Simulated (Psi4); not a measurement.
C2BrCl2F, singlet, geometry from GFN2-xTB; CAM-B3LYP/def2-SVP run with Psi4.

Here is a job for Psi4.
```
memory 2 GB

molecule mol {
0 1
F    -1.982905    0.504206    0.287126
C    -0.964476    0.354756   -0.559832
Cl   -1.350200    0.715849   -2.183914
C     0.236610   -0.044347   -0.135288
Cl    1.557761   -0.243323   -1.201405
Br    0.533852   -0.412378    1.689629
}

set {
  basis def2-svp
  reference rks
}

energy('cam-b3lyp')
print_variables()
```

### Question
Write the output that Psi4 gives for this input, abridged.

### Answer

```
   => Loading Basis Set <=

    Name: DEF2-SVP
    Role: ORBITAL
    Keyword: BASIS

         ---------------------------------------------------------
                                   SCF
               by Justin Turney, Rob Parrish, Andy Simmonett
                          and Daniel G. A. Smith
                              RKS Reference
         ---------------------------------------------------------

  ==> Geometry <==

    Molecular point group: c1
    Full point group: C1

    Geometry (in Angstrom), charge = 0, multiplicity = 1:

       Center              X                  Y                   Z               Mass
    ------------   -----------------  -----------------  -----------------  -----------------
         F           -1.998450439956     0.518365053023     0.224185128947    18.998403162730
         C           -0.980021439956     0.368915053023    -0.622772871053    12.000000000000
         CL          -1.365745439956     0.730008053023    -2.246854871053    34.968852682000
         C            0.221064560044    -0.030187946977    -0.198228871053    12.000000000000
         CL           1.542215560044    -0.229163946977    -1.264345871053    34.968852682000
         BR           0.518306560044    -0.398218946977     1.626688128947    78.918337600000

  Running in c1 symmetry.

  Rotational constants: A =      0.07712  B =      0.03204  C =      0.02264 [cm^-1]
  Rotational constants: A =   2312.03794  B =    960.65451  C =    678.66740 [MHz]
  Nuclear repulsion =  578.110081027974616

  Charge       = 0
  Multiplicity = 1
  Electrons    = 90
  Nalpha       = 45
  Nbeta        = 45

  ==> Algorithm <==

  SCF Algorithm Type is DF.
  DIIS enabled.
  MOM disabled.
  Fractional occupation disabled.
  Guess Type is SAD.
  Energy threshold   = 1.00e-06
  Density threshold  = 1.00e-06
  Integral threshold = 1.00e-12

  ==> Primary Basis <==

  Basis Set: DEF2-SVP
    Blend: DEF2-SVP
    Number of shells: 46
    Number of basis functions: 110
    Number of Cartesian functions: 118
    Spherical Harmonics?: true
    Max angular momentum: 2

  ==> DFT Potential <==

   => LibXC <=

    Version 7.1.2
    S. Lehtola, C. Steigemann, M. J. T. Oliveira, and M. A. L. Marques,  SoftwareX 7, 1–5 (2018) (10.1016/j.softx.2017.11.002)

   => Composite Functional: CAM-B3LYP <=

    CAM-B3LYP Hyb-GGA Exchange-Correlation Functional

    T. Yanai, D. P. Tew, and N. C. Handy,  Chem. Phys. Lett. 393, 51 (2004) (10.1016/j.cplett.2004.06.011)

    Deriv               =              1
    GGA                 =           TRUE
    Meta                =          FALSE

    Exchange Hybrid     =           TRUE
    MP2 Hybrid          =          FALSE

   => Exchange Functionals <=

    0.3500         Becke 88 [omega = 0.3300]
    0.4600   Short-range recipe for B88 functional - erf [omega = 0.3300]

   => Exact (HF) Exchange <=

    0.4600            HF,LR [omega = 0.3300]
    0.1900               HF

   => Correlation Functionals <=

    0.1900   Vosko, Wilk & Nusair (VWN5)
    0.8100   Lee, Yang & Parr

   => LibXC Density Thresholds  <==

    XC_HYB_GGA_XC_CAM_B3LYP:  1.00E-14

   => Molecular Quadrature <=

    Radial Scheme          =       TREUTLER
    Pruning Scheme         =           NONE
    Nuclear Scheme         =       TREUTLER

    Blocking Scheme        =         OCTREE
    BS radius alpha        =              1
    Pruning alpha          =              1
    Radial Points          =             75
    Spherical Points       =            302
    Total Points           =         123747
    Total Blocks           =           1028
    Max Points             =            255
    Max Functions          =            102
    Weights Tolerance      =       1.00E-15

   => Loading Basis Set <=

    Name: (DEF2-SVP AUX)
    Role: JKFIT
    Keyword: DF_BASIS_SCF

  ==> Integral Setup <==

  SCF_SUBTYPE=INCORE selected. In-core MEM_DF algorithm will be used.
  Using in-core AOs.

  ==> MemDFJK: Density-Fitted J/K Matrices <==

    J tasked:                   Yes
    K tasked:                   Yes
    wK tasked:                  Yes
    Omega:                3.300E-01
    Algorithm:                 Core
    Schwarz Cutoff:           1E-12
    Mask sparsity (%):       8.8099
    Fitting Condition:        1E-10

   => Auxiliary Basis Set <=

  Basis Set: (DEF2-SVP AUX)
    Blend: DEF2-UNIVERSAL-JKFIT
    Number of shells: 211
    Number of basis functions: 749
    Number of Cartesian functions: 952
    Spherical Harmonics?: true
    Max angular momentum: 5

  Minimum eigenvalue in the overlap matrix is 2.1248653468E-03.
  Reciprocal condition number of the overlap matrix is 4.9865232494E-04.
    Using symmetric orthogonalization.

  ==> Pre-Iterations <==

  SCF Guess: Superposition of Atomic Densities via on-the-fly atomic UHF (no occupation information).

   -------------------------
    Irrep   Nso     Nmo
   -------------------------
     A        110     110
   -------------------------
    Total     110     110
   -------------------------

  ==> Iterations <==

                           Total Energy        Delta E     RMS |[F,P]|

   @DF-RKS iter SAD: -3668.49033457666837   -3.66849e+03   0.00000e+00
   @DF-RKS iter   1: -3669.63638427632122   -1.14605e+00   1.18202e-02 ADIIS/DIIS
   @DF-RKS iter   2: -3669.73910693143034   -1.02723e-01   9.69575e-03 ADIIS/DIIS
   @DF-RKS iter   3: -3669.90641299149866   -1.67306e-01   7.05270e-04 ADIIS/DIIS
   @DF-RKS iter   4: -3669.90855196273196   -2.13897e-03   2.93512e-04 ADIIS/DIIS
   @DF-RKS iter   5: -3669.90895154734062   -3.99585e-04   5.52239e-05 DIIS
   @DF-RKS iter   6: -3669.90896971451320   -1.81672e-05   1.90054e-05 DIIS
   @DF-RKS iter   7: -3669.90897188555891   -2.17105e-06   9.22349e-06 DIIS
   @DF-RKS iter   8: -3669.90897246134409   -5.75785e-07   1.72925e-06 DIIS
   @DF-RKS iter   9: -3669.90897249211775   -3.07737e-08   2.53024e-07 DIIS
  Energy and wave function converged.

  ==> Post-Iterations <==

   Electrons on quadrature grid:
      Ntotal   =   90.0000120876 ; deviation = 1.209e-05

    Orbital Energies [Eh]
    ---------------------

    Doubly Occupied:

       1A   -482.882861     2A   -101.615148     3A   -101.607221
       4A    -62.558778     5A    -56.393345     6A    -56.389148
       7A    -56.389059     8A    -24.812028     9A    -10.422970
      10A    -10.377237    11A     -9.570968    12A     -9.562700
      13A     -8.788230    14A     -7.341490    15A     -7.333463
      16A     -7.330661    17A     -7.330386    18A     -7.322225
      19A     -7.322124    20A     -6.624740    21A     -6.609786
      22A     -6.609604    23A     -2.740637    24A     -2.736355
      25A     -2.736236    26A     -2.724478    27A     -2.724472
      28A     -1.331381    29A     -1.015323    30A     -0.969093
      31A     -0.899734    32A     -0.817803    33A     -0.683224
      34A     -0.611864    35A     -0.592824    36A     -0.586300
      37A     -0.511740    38A     -0.493247    39A     -0.478679
      40A     -0.430051    41A     -0.421297    42A     -0.402690
      43A     -0.384775    44A     -0.364392    45A     -0.309929

    Virtual:

      46A      0.025771    47A      0.026216    48A      0.071325
      49A      0.120283    50A      0.241492    51A      0.328520
      52A      0.337455    53A      0.383204    54A      0.443149
      55A      0.489749    56A      0.491480    57A      0.522638
      58A      0.544372    59A      0.544983    60A      0.580183
      61A      0.590990    62A      0.617905    63A      0.629612
      64A      0.664841    65A      0.676752    66A      0.693110
      67A      0.734478    68A      0.774214    69A      0.790731
      70A      0.805985    71A      0.811356    72A      0.827338
      73A      0.833916    74A      0.846905    75A      0.860756
      76A      0.878697    77A      0.909196    78A      0.943722
      79A      0.964882    80A      1.017971    81A      1.036032
      82A      1.061934    83A      1.146988    84A      1.230591
      85A      1.255003    86A      1.298181    87A      1.330519
      88A      1.441515    89A      1.519047    90A      1.552326
      91A      1.663096    92A      1.889287    93A      1.926653
      94A      1.927271    95A      1.998909    96A      2.012211
      97A      2.235627    98A      2.319628    99A      2.529598
     100A      2.656679   101A      3.113101   102A      3.136118
     103A      3.354802   104A      3.461045   105A      3.466006
     106A      3.492151   107A      3.540875   108A      3.640047
     109A      3.818627   110A      3.863627

    Final Occupation by Irrep:
              A
    DOCC [    45 ]
    NA   [    45 ]
    NB   [    45 ]

  @DF-RKS Final Energy: -3669.90897249211775

   => Energetics <=

    Nuclear Repulsion Energy =            578.1100810279746156
    One-Electron Energy =               -6245.5962075184752393
    Two-Electron Energy =                2128.1232748435986650
    DFT Exchange-Correlation Energy =    -130.5461208452161372
    Empirical Dispersion Energy =           0.0000000000000000
    VV10 Nonlocal Energy =                  0.0000000000000000
    Total Energy =                      -3669.9089724921177549

Computation Completed

Properties will be evaluated at   0.000000,   0.000000,   0.000000 [a0]

Properties computed using the SCF density matrix

 Multipole Moments:

 ------------------------------------------------------------------------------------
     Multipole            Electronic (a.u.)      Nuclear  (a.u.)        Total (a.u.)
 ------------------------------------------------------------------------------------

 L = 1.  Multiply by 2.5417464519 to convert [e a0] to [Debye]
 Dipole X            :          2.7069734           -2.6438659            0.0631075
 Dipole Y            :         -2.4015839            2.4081437            0.0065599
 Dipole Z            :         10.5511458          -10.7046794           -0.1535336
 Magnitude           :                                                    0.1661269

 ------------------------------------------------------------------------------------

  Variable Map:
  ----------------------------------------------------------------------------
  "CURRENT ENERGY"              =>   -3669.908972492118
  "CURRENT REFERENCE ENERGY"    =>   -3669.908972492118
  "DD SOLVATION ENERGY"         =>       0.000000000000
  "DFT FUNCTIONAL TOTAL ENERGY" =>   -3669.908972492118
  "DFT TOTAL ENERGY"            =>   -3669.908972492118
  "DFT VV10 ENERGY"             =>       0.000000000000
  "DFT XC ENERGY"               =>    -130.546120845216
  "GRID ELECTRONS ALPHA"        =>      45.000006043799
  "GRID ELECTRONS BETA"         =>      45.000006043799
  "GRID ELECTRONS TOTAL"        =>      90.000012087599
  "NUCLEAR REPULSION ENERGY"    =>     578.110081027975
  "ONE-ELECTRON ENERGY"         =>   -6245.596207518475
  "PCM POLARIZATION ENERGY"     =>       0.000000000000
  "PE ENERGY"                   =>       0.000000000000
  "SCF ITERATION ENERGY"        =>   -3669.908972492118
  "SCF ITERATIONS"              =>       9.000000000000
  "SCF TOTAL ENERGY"            =>   -3669.908972492118
  "TWO-ELECTRON ENERGY"         =>    2128.123274843599
  "XC GRID RADIAL POINTS"       =>      75.000000000000
  "XC GRID SPHERICAL POINTS"    =>     302.000000000000
  "XC GRID TOTAL POINTS"        =>  123747.000000000000

  Array Variable Map:
  ----------------------------------------------------------------------------
  "CURRENT DIPOLE"              =>       0.063107518978 ... -0.153533592038 1 by 3
  "SCF DIPOLE"                  =>       0.063107518978 ... -0.153533592038 1 by 3
  "SCF TOTAL ENERGIES"          =>   -3668.490334576668 ... -3669.908972492118 1 by 10
```
